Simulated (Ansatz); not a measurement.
Mulliken charges of CH₂Cl₂FGa, SMILES `F[CH](Cl)[GaH][Cl]` from B3LYP/def2-TZVPP in Ansatz (PBE0-D4/def2-TZVP geometry).

```
atom   x (Å)   y (Å)   z (Å)  charge (e)
  F1  -1.238  -0.560   1.348      -0.191
  C2  -0.089  -0.675   0.641       0.092
 Cl3   1.269   0.073   1.574      -0.140
 Ga4   0.057   0.464  -0.987       0.380
 Cl5  -1.249   2.153  -0.999      -0.261
  H6   0.166  -1.732   0.558       0.142
  H7   1.084   0.276  -2.135      -0.021
```

Question: By hand: the dipole of these point charges (1 e Å = 4.8032 D).

Answer: Σ q r = (0.399, -0.603, -0.409) e Å, of length 0.831 e Å = 3.99 D.

Question: How does the dipole of the full density compare? (An estimate is asked.)

Answer: The calculation gave: (0.235, -0.458, -0.256) e Å, 2.76 D; the point charges give 1.45 times that, at 6° from its direction.

Point charges leave out the atoms' own dipoles, such as those of lone pairs, and Mulliken's split depends on the basis, so the two needn't agree.

B3LYP here is the variant with VWN-RPA as its local correlation; programs differ in this.
